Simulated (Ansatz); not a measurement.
`[SnH3][CH2][SnH3]` + `[SiH3][SiH3]` → `[SiH3][SiH2][SnH3]` + `[CH3][SnH3]`  (formal exchange of groups at the Sn–C bond)

Computed with Ansatz on PBE0-D4/def2-TZVP structures; ΔE is electronic, products minus reactants. CCSD(T)/CBS adds triple-zeta CCSD(T) − MP2 to the extrapolated MP2 energy (def2 sets, frozen cores). Functionals use def2-TZVPP. B3LYP here is the variant with VWN-RPA as its local correlation; programs differ in this. HSE06 is defined as in plane-wave codes. def2 core potentials past Kr. For Sn outer-core shells are correlated without core-valence functions, which leaves a few kJ/mol of doubt a bond.

Problem. Is it downhill or uphill in electronic energy at CCSD(T)/CBS, and by how much? (Best estimate.)

Solution. The calculation gave: Downhill: ΔE = -0.48 eV.

Problem. What do these levels give: r2SCAN-D4, B3LYP-D4, r2SCANh-D4, BHLYP-D4, CAM-B3LYP-D4, ωB97M-V, PBE, HSE06, HF/def2-SVP, CCSD/def2-SVP, HF/def2-TZVPP, SCS-MP2/def2-TZVPP? (Best estimate.)

Solution. Computed: r2SCAN-D4 -0.59, B3LYP-D4 -0.56, r2SCANh-D4 -0.59, BHLYP-D4 -0.54, CAM-B3LYP-D4 -0.53, ωB97M-V -0.52, PBE -0.63, HSE06 -0.62, HF/def2-SVP -0.55, CCSD/def2-SVP -0.52, HF/def2-TZVPP -0.49, SCS-MP2/def2-TZVPP -0.41 eV.

Problem. What do rigid-rotor, harmonic-oscillator terms from PBE0-D4/def2-TZVP frequencies (298.15 K, 1 bar) make of the CCSD(T)/CBS value? (Best estimate.)

Solution. Ansatz gave: ΔZPE = +0.07 eV, ΔH = -0.41 eV, ΔS = 10 J/(mol·K), ΔG = -0.44 eV. Modes under 50 cm⁻¹ make the entropy rough.

Largest T1 diagnostic among the species: 0.014.

Leaving LDA and LC-ωPBE aside and taking each functional with its dispersion term where it has one, the values, not all of them listed here, spread over 0.11 eV, from PBE-D4 to B2PLYP.
